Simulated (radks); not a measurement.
Results of a calculation; reference values are marked as such.
Valence configurations of Os II (all share [Xe]). Code: a radial shooting solver on a logarithmic mesh with Libxc functionals. Model: Dirac Kohn-Sham, BLYP, spin-unpolarised, spherical densities, point nucleus; open shells are shared between the two j in proportion to 2j + 1. Energies are relative to 4f14 5d6 6s1; eigenvalues in eV.

| valence | E (eV) | e(4f5/2) | e(4f7/2) | e(5d3/2) | e(5d5/2) | e(6p1/2) |
|---|---|---|---|---|---|---|
| 4f14 5d6.5 6s0.5 | -0.319 | -59.836 | -57.030 | -13.718 | -12.667 | - |
| 4f14 5d6 6s1 | 0.000 | -61.258 | -58.452 | -14.677 | -13.589 | - |
| 4f14 5d5.5 6s1.5 | 0.566 | -62.755 | -59.949 | -15.683 | -14.556 | - |
| 4f14 5d5 6s2 | 1.393 | -64.322 | -61.515 | -16.729 | -15.564 | - |
| 4f14 5d6 6p1 | 6.051 | -62.806 | -60.001 | -16.078 | -14.968 | -8.627 |
| 4f14 5d5 6s1 6p1 | 7.850 | -65.890 | -63.083 | -18.127 | -16.941 | -9.232 |
| 4f13.5 5d6 6s1.5 | 24.743 | -67.888 | -65.030 | -16.387 | -15.194 | - |
| 4f13 5d6.5 6s1.5 | 51.168 | -73.127 | -70.217 | -17.087 | -15.828 | - |
| 4f13 5d6 6s2 | 52.546 | -74.788 | -71.877 | -18.216 | -16.917 | - |
| 4f13 5d6 6s1 6p1 | 59.174 | -76.376 | -73.465 | -19.654 | -18.335 | -9.379 |

NIST lists [Xe] 4f14 5d6 6s1 as the ground configuration; this level of theory puts 4f14 5d6.5 6s0.5 lower, by 0.319 eV. The energies are those of spherical spin-averaged densities, not of single terms.
